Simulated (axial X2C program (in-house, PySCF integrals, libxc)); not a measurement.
## Ω levels of ONdS from open-shell CI on f(δφ)2 f(π)0

Computed with an axial X2C code built on PySCF integrals: two-component X2C with atomic mean-field Coulomb and Gaunt terms, basis O dyall-v3z, Nd dyall-v3z, S dyall-v3z (cores contracted in-house). Orbitals come from Hartree–Fock averaged over the configuration Nd f(δφ)2 f(π)0; CI then distributes these electrons over the f(δφ), f(π) shells of Nd.

O–Nd–S held linear, bonds 1.739 and 2.150 Å (the second held) (near the minimum of the configuration average).

Lowest levels of this model:

```
Ω  energy (cm⁻¹)     g∥  μ (D)  configuration
4              0   6.11  -1.58    100% f(δφ)2
5           2279  10.04  -1.58    100% f(δφ)2
6           4482  14.00  -1.57    100% f(δφ)2
0           5000   0.00  -1.58    100% f(δφ)2
1           6375   3.69  -1.58    100% f(δφ)2
1          12121   2.16  -1.58    100% f(δφ)2
0          12153   0.00  -1.57    100% f(δφ)2
2          12750   5.92  -1.58    100% f(δφ)2
0          13553   0.00  -1.57    100% f(δφ)2
0          15167   0.00  -1.58    100% f(δφ)2
1          19021   2.01  -1.57    100% f(δφ)2
4          21348   8.06  -1.59    100% f(δφ)2
6          26744  12.01  -1.56    100% f(δφ)2
0          27703   0.00  -1.57    100% f(δφ)2
5          27937  10.04  -1.58    100% f(δφ)2
```

g∥ is the magnitude of 2⟨Lz + ge Sz⟩ for the +Ω component. μ is positive if the S end is positive.

Q: From Ω and g∥ of the lowest level, whose 2⟨Lz + ge Sz⟩ is positive, find ⟨Sz⟩ and ⟨Lz⟩ (ge = 2.0023).

A: Ω = ⟨Lz⟩ + ⟨Sz⟩ = 4 and ⟨Lz⟩ + ge⟨Sz⟩ = 3.055, so ⟨Sz⟩ = -0.94 and ⟨Lz⟩ = 4.94.

Occupations of the active spinors in the lowest level by ω, shell by shell in order of energy: -7/2: 0.00; -5/2: 0.00 0.00; -3/2: 0.00 0.00; -1/2: 0.00; 1/2: 0.00; 3/2: 1.00 0.00; 5/2: 0.22 0.78; 7/2: 0.00. The leading determinant has weight 0.78 among 5.

This point took 4.7 s on 1 thread of AMD EPYC 7R43 64-Core Processor (Zen 3), with other jobs on the host.

Dynamic correlation is missing, so gaps between terms are too wide and other configurations may lie lower; the lowest level listed is that of this model, not necessarily the ground state. At most 6 roots were kept for each Ω > 0 (twice that for Ω = 0) within 3.5 eV of the lowest, so higher up levels can be missing between those listed; levels with Ω > 0 are doubly degenerate and listed once, Ω = 0 levels singly. States that fill the shells left empty in the average are placed too high. The molecule was held linear; bending was not examined.
